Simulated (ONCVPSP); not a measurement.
**How hard is this platinum (Pt) ONCV potential?**

ONCVPSP 4.0.1 input, shortened (lines: element, Z, core and valence counts, functional; n l f; lmax; l rc ep ncon nbas qcut; lloc lpopt rc5 dvloc0; l nproj debl; icmod fcfact rcfact), PW91, scalar-relativistic:

```
  Pt 78.00   10    3  -109134      upf
    1    0    2.00
    2    0    2.00
    2    1    6.00
    3    0    2.00
    3    1    6.00
    3    2   10.00
    4    0    2.00
    4    1    6.00
    4    2   10.00
    4    3   14.00
    5    0    2.00
    5    1    6.00
    5    2    8.00
    2
    0    1.60    0.00    4    7    9.30
    1    1.55    0.00    4    9    8.70
    2    1.85    0.00    4    9    8.50
    4    2    1.05    2.00
    0    2    2.20
    1    2    2.50
    2    3    1.30
    3    6.00    1.05
```

In the s channel the program set the typed energies aside and used -4.516, 0.050 Ha. In the p channel the program set the typed energies aside and used -2.827, 0.250 Ha.

For each optimised wave give the share of its norm inside rc, the residual kinetic energy above qcut (Ha) and the cutoffs (Ha) for errors of 10, 1, 0.1 and 0.01 mHa per electron.

| wave | norm inside rc | residual KE | 10 mHa | 1 mHa | 0.1 mHa | 0.01 mHa |
| --- | --- | --- | --- | --- | --- | --- |
| 5s | 0.967 | 2.2e-07 | 21.3 | 27.3 | 32.3 | 36.3 |
| s projector 2 | 0.058 | 1.7e-07 | 17.7 | 25.6 | 31.8 | 36.5 |
| 5p | 0.885 | 2.4e-06 | 11.9 | 25.5 | 31.1 | 35.1 |
| p projector 2 | 0.040 | 2.5e-06 | 9.2 | 21.7 | 29.8 | 34.9 |
| 5d | 0.732 | 1.4e-08 | 15.7 | 20.6 | 24.8 | 28.4 |
| d projector 2 | 0.124 | 7.4e-09 | 14.4 | 19.3 | 23.4 | 27.2 |
| d projector 3 | 0.085 | 3.5e-08 | 14.9 | 19.7 | 23.8 | 27.2 |

The occupied waves need 27 Ha and 32 Ha for 1 and 0.1 mHa.
